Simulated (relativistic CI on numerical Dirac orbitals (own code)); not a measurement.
Spin-allowed bands of a d2 ion in an octahedral site, by hand

Problem. Take Δ = 28400 cm⁻¹ and B = 750 cm⁻¹ for a d2 ion in an octahedral site. Calculate the three spin-allowed bands.

Working.
1. The terms of highest spin are 3F (energy 0) and 3P (15B = 11250 cm⁻¹). Here the F term splits into A2 at +1.2Δ = 34080, T2 at +0.2Δ = 5680 and T1 at −0.6Δ = -17040 cm⁻¹.
2. The two T1 states mix through the element 0.4Δ: H = [[-17040, 11360], [11360, 11250]], with roots ½(H₁₁ + H₂₂) ∓ ½√[(H₂₂ − H₁₁)² + 4H₁₂²] = ½(-5790) ∓ ½(36284) = -21037 and 15247 cm⁻¹.
3. The ground term is 3T1 at -21037 cm⁻¹.
4. Bands: 3T2 26717 cm⁻¹ (374 nm), 3T1(P) 36284 cm⁻¹ (276 nm), 3A2 55117 cm⁻¹ (181 nm).

Check. Exact diagonalisation of the whole d2 shell with these parameters gives 3T2 26717, 3T1 36284, 3A2 55117 cm⁻¹. The match is exact, since without spin-orbit coupling no other term has this spin. The ratio of the second band to the first, 1.358, depends on Δ/B = 37.9 alone, which is how a Tanabe-Sugano diagram is read.
